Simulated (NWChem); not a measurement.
System: CH3AlCl2; SMILES [CH3][Al]([Cl])[Cl]

NWChem printed, in part:

```
             Northwest Computational Chemistry Package (NWChem) 7.3.0
             --------------------------------------------------------

 C1  symmetry detected

                             Geometry "geometry" -> ""
                             -------------------------

 Output coordinates in angstroms (scale by  1.889725989 to convert to a.u.)

  No.       Tag          Charge          X              Y              Z
 ---- ---------------- ---------- -------------- -------------- --------------
    1 Al                  13.0000     0.34295087    -0.00057581     0.00746916
    2 Cl                  17.0000    -0.76528671    -1.79978763    -0.00110215
    3 Cl                  17.0000    -0.77677514     1.79167001    -0.00109624
    4 C                    6.0000     2.28566582     0.01299469    -0.00092926
    5 H                    1.0000     2.68412989     0.83614368     0.62595416
    6 H                    1.0000     2.65398688     0.18030236    -1.03540983
    7 H                    1.0000     2.70457858    -0.94892905     0.35530471

 Effective nuclear repulsion energy (a.u.)     236.0431646123

                                 NWChem DFT Module
                                 -----------------

 Summary of "ao basis" -> "ao basis" (spherical)
 ------------------------------------------------------------------------------
       Tag                 Description            Shells   Functions and Types
 ---------------- ------------------------------  ------  ---------------------
 Al                          6-31g*                  8       18   4s3p1d
 Cl                          6-31g*                  8       18   4s3p1d
 C                           6-31g*                  6       14   3s2p1d
 H                           6-31g*                  2        2   2s

            General Information
            -------------------
          SCF calculation type: DFT
          Wavefunction type:  closed shell.
          No. of atoms     :     7
          No. of electrons :    56
           Alpha electrons :    28
            Beta electrons :    28
          Charge           :     0
          Spin multiplicity:     1
          Use of symmetry is: off; symmetry adaption is: off
          Maximum number of iterations: 150
          AO basis - number of functions:    74
                     number of shells:    36
          Convergence on energy requested:  1.00D-06
          Convergence on density requested:  1.00D-05
          Convergence on gradient requested:  5.00D-04

              XC Information
              --------------
                         B3LYP Method XC Potential
                     Hartree-Fock (Exact) Exchange  0.200
                        Slater Exchange Functional  0.800 local
                    Becke 1988 Exchange Functional  0.720 non-local
              Lee-Yang-Parr Correlation Functional  0.810
                  VWN I RPA Correlation Functional  0.190 local

             Grid Information
             ----------------
          Grid used for XC integration:  medium
          Radial quadrature: Mura-Knowles
          Angular quadrature: Lebedev.
          Tag              B.-S. Rad. Rad. Pts. Rad. Cut. Ang. Pts.
          ---              ---------- --------- --------- ---------
          Al                  1.25       88           8.0       590
          Cl                  1.00       88          11.0       590
          C                   0.70       49          10.0       434
          H                   0.35       45          11.0       434
          Grid pruning is: on
          Number of quadrature shells:   448
          Spatial weights used:  Erf1

      Superposition of Atomic Density Guess
      -------------------------------------

 Sum of atomic energies:       -1199.91476790

      Non-variational initial energy
      ------------------------------

 Total energy =   -1200.987889
 1-e energy   =   -2128.740906
 2-e energy   =     691.709852
 HOMO         =      -0.372016
 LUMO         =      -0.001664

   convergence    iter        energy       DeltaE   RMS-Dens  Diis-err
 ---------------- ----- ----------------- --------- --------- ---------
 d= 0,ls=0.0,diis     1  -1202.8392161525 -1.44D+03  1.36D-02  3.68D-01
 d= 0,ls=0.0,diis     2  -1202.8502166345 -1.10D-02  7.87D-03  2.09D-01
 d= 0,ls=0.0,diis     3  -1202.8815416223 -3.13D-02  1.88D-03  1.96D-02
 d= 0,ls=0.0,diis     4  -1202.8847089765 -3.17D-03  2.41D-04  4.22D-04
 d= 0,ls=0.0,diis     5  -1202.8847629322 -5.40D-05  6.81D-05  3.30D-05
  Resetting Diis
 d= 0,ls=0.0,diis     6  -1202.8847675870 -4.65D-06  1.64D-05  2.19D-06
 d= 0,ls=0.0,diis     7  -1202.8847678840 -2.97D-07  4.62D-06  3.29D-08

         Total DFT energy =    -1202.884767884027
      One electron energy =    -2131.853169219072
           Coulomb energy =      774.778350946840
    Exchange-Corr. energy =      -81.853114224117
 Nuclear repulsion energy =      236.043164612321

 Numeric. integr. density =       55.999999325041

                       DFT Final Molecular Orbital Analysis
                       ------------------------------------

 Vector   26  Occ=2.000000D+00  E=-3.298601D-01
              MO Center= -7.4D-01,  1.3D-02, -1.6D-03, r^2= 4.3D+00
   Bfn.  Coefficient  Atom+Function         Bfn.  Coefficient  Atom+Function
  ----- ------------  ---------------      ----- ------------  ---------------
    45     -0.509057  3 Cl pz                27      0.504164  2 Cl pz
    49     -0.290496  3 Cl pz                31      0.287596  2 Cl pz
    41      0.200246  3 Cl pz                23     -0.198310  2 Cl pz
    15     -0.062177  1 Al d -1

 Vector   27  Occ=2.000000D+00  E=-3.202118D-01
              MO Center= -7.0D-01,  1.9D-03,  1.2D-03, r^2= 4.5D+00
   Bfn.  Coefficient  Atom+Function         Bfn.  Coefficient  Atom+Function
  ----- ------------  ---------------      ----- ------------  ---------------
    25      0.386328  2 Cl px                43     -0.386583  3 Cl px
    44     -0.346700  3 Cl py                26     -0.344170  2 Cl py
    29      0.211568  2 Cl px                47     -0.211595  3 Cl px
    48     -0.185878  3 Cl py                30     -0.184565  2 Cl py
    21     -0.151036  2 Cl px                39      0.151139  3 Cl px

 Vector   28  Occ=2.000000D+00  E=-3.150979D-01
              MO Center=  6.8D-01, -2.8D-03,  2.3D-03, r^2= 4.6D+00
   Bfn.  Coefficient  Atom+Function         Bfn.  Coefficient  Atom+Function
  ----- ------------  ---------------      ----- ------------  ---------------
    25      0.360453  2 Cl px                43      0.357858  3 Cl px
    57      0.355959  4 C  px                61      0.224751  4 C  px
     7     -0.216784  1 Al px                29      0.190606  2 Cl px
    47      0.189194  3 Cl px                 6     -0.147545  1 Al s
    21     -0.140685  2 Cl px                39     -0.139683  3 Cl px

 Vector   29  Occ=0.000000D+00  E=-4.348194D-02
              MO Center=  3.3D-01, -6.8D-03,  1.9D-01, r^2= 4.0D+00
   Bfn.  Coefficient  Atom+Function         Bfn.  Coefficient  Atom+Function
  ----- ------------  ---------------      ----- ------------  ---------------
     9      0.616782  1 Al pz                13      0.598587  1 Al pz
    72      0.230674  6 H  s                 31     -0.222088  2 Cl pz
    49     -0.222055  3 Cl pz                27     -0.216929  2 Cl pz
    45     -0.213779  3 Cl pz                 5     -0.199896  1 Al pz
    70     -0.141898  5 H  s                 10      0.132486  1 Al s

 Vector   30  Occ=0.000000D+00  E=-2.994204D-02
              MO Center=  2.9D-01, -1.3D-03, -2.0D-01, r^2= 4.9D+00
   Bfn.  Coefficient  Atom+Function         Bfn.  Coefficient  Atom+Function
  ----- ------------  ---------------      ----- ------------  ---------------
    10      1.347441  1 Al s                 60     -0.614575  4 C  s
    28     -0.399410  2 Cl s                 46     -0.396484  3 Cl s
     6      0.310207  1 Al s                 30     -0.292398  2 Cl py
    48      0.290372  3 Cl py                61      0.226806  4 C  px
    26     -0.207115  2 Cl py                44      0.205578  3 Cl py

 Vector   31  Occ=0.000000D+00  E= 5.226614D-02
              MO Center=  6.7D-01,  4.3D-02, -3.9D-02, r^2= 6.6D+00
   Bfn.  Coefficient  Atom+Function         Bfn.  Coefficient  Atom+Function
  ----- ------------  ---------------      ----- ------------  ---------------
    12      1.419526  1 Al py                28      0.608682  2 Cl s
    46     -0.604694  3 Cl s                 74      0.372690  7 H  s
     8      0.344798  1 Al py                70     -0.287111  5 H  s
    47     -0.268049  3 Cl px                29      0.266078  2 Cl px
    42     -0.161846  3 Cl s                 43     -0.161237  3 Cl px

     Multipole analysis of the density
     ---------------------------------

     L   x y z        total         alpha         beta         nuclear
     -   - - -        -----         -----         ----         -------
     0   0 0 0     -0.000000    -28.000000    -28.000000     56.000000

     1   1 0 0      0.967944      0.483972      0.483972      0.000000
     1   0 1 0      0.006757      0.003378      0.003378      0.000000
     1   0 0 1     -0.000511     -0.000255     -0.000255     -0.000000

     2   2 0 0    -33.074534   -149.829547   -149.829547    266.584560
     2   1 1 0      0.033921     -0.139662     -0.139662      0.313244
     2   1 0 1     -0.045357      0.079992      0.079992     -0.205341
     2   0 2 0    -37.406629   -217.382186   -217.382186    397.357744
     2   0 1 1      0.000650      0.000779      0.000779     -0.000909
     2   0 0 2    -30.816739    -18.248982    -18.248982      5.681224

                                 NWChem DFT Module
                                 -----------------

            General Information
            -------------------
          SCF calculation type: DFT
          Wavefunction type:  spin polarized.
          No. of atoms     :     7
          No. of electrons :    55
           Alpha electrons :    28
            Beta electrons :    27
          Charge           :     1
          Spin multiplicity:     2
          Use of symmetry is: off; symmetry adaption is: off
          Maximum number of iterations: 150
          AO basis - number of functions:    74
                     number of shells:    36
          Convergence on energy requested:  1.00D-06
          Convergence on density requested:  1.00D-05
          Convergence on gradient requested:  5.00D-04

              XC Information
              --------------
                         B3LYP Method XC Potential
                     Hartree-Fock (Exact) Exchange  0.200
                        Slater Exchange Functional  0.800 local
                    Becke 1988 Exchange Functional  0.720 non-local
              Lee-Yang-Parr Correlation Functional  0.810
                  VWN I RPA Correlation Functional  0.190 local

             Grid Information
             ----------------
          Grid used for XC integration:  medium
          Radial quadrature: Mura-Knowles
          Angular quadrature: Lebedev.
          Tag              B.-S. Rad. Rad. Pts. Rad. Cut. Ang. Pts.
          ---              ---------- --------- --------- ---------
          Al                  1.25       88           8.0       590
          Cl                  1.00       88          11.0       590
          C                   0.70       49          10.0       434
          H                   0.35       45          11.0       434
          Grid pruning is: on
          Number of quadrature shells:   448
          Spatial weights used:  Erf1

      Superposition of Atomic Density Guess
      -------------------------------------

 Sum of atomic energies:       -1199.91476790

 Renormalizing density from      56.00 to     55

      Non-variational initial energy
      ------------------------------

 Total energy =   -1187.458011
 1-e energy   =   -2090.727675
 2-e energy   =     667.226499
 HOMO         =      -0.632213
 LUMO         =      -0.264317

   convergence    iter        energy       DeltaE   RMS-Dens  Diis-err
 ---------------- ----- ----------------- --------- --------- ---------
 d= 0,ls=0.0,diis     1  -1202.3141074088 -1.44D+03  1.44D-02  3.12D-01
                                                     1.90D-02  3.06D-01
 d= 0,ls=0.0,diis     2  -1201.8889353249  4.25D-01  1.05D-02  9.26D-01
                                                     1.64D-02  7.99D-01
 d= 0,ls=0.0,diis     3  -1202.4493438125 -5.60D-01  2.07D-03  4.62D-02
                                                     5.08D-03  4.09D-02
 d= 0,ls=0.5,diis     4  -1202.4798777815 -3.05D-02  4.38D-04  1.22D-02
                                                     4.49D-04  1.14D-02
 d= 0,ls=0.5,diis     5  -1202.4844338795 -4.56D-03  2.96D-04  3.75D-03
                                                     2.39D-04  3.31D-03
  Resetting Diis
 d= 0,ls=0.5,diis     6  -1202.4859318031 -1.50D-03  2.65D-04  1.42D-03
                                                     1.97D-04  1.21D-03
 d= 0,ls=0.5,diis     7  -1202.4866502476 -7.18D-04  2.83D-04  4.01D-04
                                                     2.49D-04  3.32D-04
 d= 0,ls=0.5,diis     8  -1202.4869108330 -2.61D-04  9.70D-05  9.21D-05
                                                     8.12D-05  9.21D-05
 d= 0,ls=0.5,diis     9  -1202.4869567167 -4.59D-05  4.88D-05  2.01D-05
                                                     4.91D-05  2.32D-05
 d= 0,ls=0.5,diis    10  -1202.4869716726 -1.50D-05  2.67D-05  3.17D-06
                                                     2.57D-05  3.83D-06
 d= 0,ls=0.5,diis    11  -1202.4869758182 -4.15D-06  1.77D-05  6.33D-07
                                                     1.92D-05  9.81D-07
 d= 0,ls=0.5,diis    12  -1202.4869776175 -1.80D-06  1.35D-05  2.69D-07
                                                     1.42D-05  4.27D-07
 d= 0,ls=0.5,diis    13  -1202.4869786583 -1.04D-06  9.64D-06  1.06D-07
                                                     1.10D-05  2.96D-07
 d= 0,ls=0.5,diis    14  -1202.4869793001 -6.42D-07  7.54D-06  4.53D-08
                                                     9.52D-06  2.52D-07

         Total DFT energy =    -1202.486979750934
      One electron energy =    -2118.999460323462
           Coulomb energy =      761.966866569245
    Exchange-Corr. energy =      -81.497550609038
 Nuclear repulsion energy =      236.043164612321

 Numeric. integr. density =       54.999999433989

                    DFT Final Alpha Molecular Orbital Analysis
                    ------------------------------------------

 Vector   26  Occ=1.000000D+00  E=-5.556426D-01
              MO Center= -6.7D-01,  9.3D-02, -1.7D-03, r^2= 4.1D+00
   Bfn.  Coefficient  Atom+Function         Bfn.  Coefficient  Atom+Function
  ----- ------------  ---------------      ----- ------------  ---------------
    45      0.515085  3 Cl pz                27      0.485131  2 Cl pz
    49      0.243948  3 Cl pz                31      0.229118  2 Cl pz
    41     -0.199954  3 Cl pz                23     -0.188363  2 Cl pz
     9      0.172234  1 Al pz                 5     -0.064915  1 Al pz
    59     -0.043782  4 C  pz                17      0.041478  1 Al d  1

 Vector   27  Occ=1.000000D+00  E=-5.414910D-01
              MO Center= -7.4D-01, -9.9D-02,  6.6D-04, r^2= 4.2D+00
   Bfn.  Coefficient  Atom+Function         Bfn.  Coefficient  Atom+Function
  ----- ------------  ---------------      ----- ------------  ---------------
    27      0.540120  2 Cl pz                45     -0.512347  3 Cl pz
    31      0.271976  2 Cl pz                49     -0.258861  3 Cl pz
    23     -0.209525  2 Cl pz                41      0.198720  3 Cl pz
    15     -0.068483  1 Al d -1

[...]
```

Level: B3LYP/6-31G* (spherical d), vertical spin-unrestricted ions. Structure relaxed at the PBE-D3(BJ)/def2-SVP level.

Problem. Reconstruct the input file.

Solution. Several could match; the one computed here: the input that was run:
```
start job
memory heap 200 mb stack 900 mb global 1100 mb
geometry units angstroms noautoz
  Al     0.345187    -0.000952     0.007197
  Cl    -0.765211    -1.798805    -0.005767
  Cl    -0.772304     1.792664    -0.005464
  C      2.287935     0.010241     0.006201
  H      2.685015     0.832845     0.634676
  H      2.660399     0.177191    -1.026853
  H      2.704310    -0.952227     0.363937
end
basis spherical
  * library 6-31g*
end
dft
  xc b3lyp
  iterations 150
  vectors input atomic output neutral.movecs
end
task dft energy
charge 1
dft
  odft
  mult 2
  vectors input atomic output cation.movecs
end
task dft energy
```
